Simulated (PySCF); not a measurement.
# A small calculation by hand: chemical shift, span and skew from a shielding tensor

C4H9FSi, SMILES CC/C=C(\F)[SiH3]. Atoms are numbered in the order given.

```xyz
15

C     -2.8520    -0.8315     0.5563
C     -1.9673    -0.0888    -0.4407
C     -0.5344    -0.5074    -0.3664
C      0.4961     0.2984    -0.0878
F      0.2724     1.6133     0.1359
Si     2.3047    -0.2011     0.0320
H     -2.8075    -1.9211     0.3999
H     -3.9036    -0.5229     0.4574
H     -2.5356    -0.6313     1.5912
H     -2.3371    -0.2778    -1.4645
H     -2.0355     0.9971    -0.2791
H     -0.2988    -1.5639    -0.5349
H      2.3966    -1.6666    -0.2327
H      3.1156     0.5516    -0.9706
H      2.8339     0.1070     1.3937
```
Charge 0, spin multiplicity 1.

The structure is a stationary point at PBE0-D3(BJ)/def2-SVP. The structure was generated by enumeration; whether it is a known compound was not checked. Other conformers were not sampled.

GIAO shieldings from PBE/pcSseg-1 in PySCF, non-relativistic, no solvent. The symmetric part of the tensor of C4 has the principal values -64.6, 46.0, 63.5 ppm. The same nucleus in TMS has σ = 182.0 ppm at this level (PySCF, at its B3LYP-D3(BJ)/def2-TZVP geometry).

Problem. Work out the isotropic shielding, the ¹³C shift against TMS, the span and the skew.

Solution. 
σ(iso) = (σ11 + σ22 + σ33)/3 = 15.0 ppm. δ = σ(ref) − σ(iso) = 182.0 − (15.0) = 167.0 ppm.
Span Ω = σ33 − σ11 = 128.1 ppm. Skew κ = 3(σ(iso) − σ22)/Ω = -0.73. Tumbling in solution averages the tensor to δ; in a static solid the shielding alone would spread this spin-1/2 line over Ω.
